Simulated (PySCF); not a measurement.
Computed shifts of a molecule C6H5N3, PBE0/pcSseg-1 in PySCF, GIAO, gas phase, equivalent atoms averaged, in ppm (number of nuclei): ¹³C: 151.3 (1), 139.3 (1), 135.6 (1), 130.9 (1), 129.9 (1), 115.0 (1). ¹⁵N: 424.6 (1), 394.5 (1), 239.5 (1). ¹H: 11.19 (1), 8.71 (1), 8.00 (1), 7.99 (1), 7.90 (1). References: ¹³C against TMS (σ = 186.3 ppm); ¹⁵N against NH3 (σ = 267.4 ppm); ¹H against TMS (σ = 31.56 ppm), references at their B3LYP-D3(BJ)/def2-TZVP geometries, non-relativistic. The structure is a stationary point at B3LYP-D3(BJ)/def2-SVP. One conformer was computed; it need not be the lowest.

Question: Which structure fits?
(A) Cc1cnc(C#N)cn1
(B) Cc1cncc(C#N)n1
(C) Cc1nccnc1C#N
(D) c1ccc2[nH]nnc2c1

Answer: D, c1ccc2[nH]nnc2c1
